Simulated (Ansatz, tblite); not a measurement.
# Ligand exchange: HBr + SiH3(SnH3) → SiH3Br + SnH4

Species: HBr, singlet; SiH3(SnH3), singlet; SiH3Br `[SiH3]Br`, singlet; SnH4 `[SnH4]`, singlet. The partners trade H for SiH3: Br–H and Sn–SiH3 bonds give way to Br–SiH3 and Sn–H.

Shapes, held fixed at every level: PBE0-D4/def2-TZVP. Programs: Ansatz 0.2.0, tblite 0.8.0. The zero-point and thermal change to 298 K, harmonic and unscaled (PBE0-D4/def2-TZVP), is +0.2 kJ/mol.

```tsv
level	kind	ΔH(298 K) (kJ/mol)	less CCSD(T)/def2-TZVPP
GFN2-xTB	semi-empirical	-104.9	-44.3
HF/def2-SVP	Hartree–Fock	-70.7	-10.1
PBE-D4/def2-TZVPP	GGA	-51.3	+9.3
r2SCAN-D4/def2-TZVPP	meta-GGA	-61.1	-0.5
PBE0-D4/def2-TZVPP	global hybrid	-56.3	+4.3
wB97X-V/def2-TZVPP	range-separated hybrid	-64.0	-3.4
MP2/def2-TZVPP	perturbation theory	-65.3	-4.7
CCSD/def2-SVP	coupled cluster or CI	-55.4	+5.2
CCSD(T)/def2-TZVPP	coupled cluster or CI	-60.6	0.0
```

The highest level, CCSD(T)/def2-TZVPP, gives ΔH(298 K) = -60.6 kJ/mol; the levels span -104.9 to -51.3. The column of differences is taken from that level and isn't an error. No measured value is set beside it here. For atoms past krypton def2 sets carry core potentials with scalar relativity. Relativity is left out for Br. Outer-core shells of Br, Sn are correlated, in sets that cover them unevenly.
